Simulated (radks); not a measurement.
Results of a calculation; reference values are marked as such.
Ionisation of the calcium ion Ca2+, [Ar], to Ca3+, [Ne] 3s2 3p5, under several functionals. Non-relativistic Kohn-Sham, spin-polarised, spherical densities, point nucleus; open shells are filled with parallel spins first; a radial shooting solver on a logarithmic mesh with Libxc functionals. Known Delta-SCF values: exchange-only PBE 49.614 eV; PBE 50.909 eV. What does AM05 give, and what is its highest occupied eigenvalue?

Answer. 50.825 eV by Delta-SCF; the 3p eigenvalue is -42.962 eV. NIST: 50.913 eV (measured).
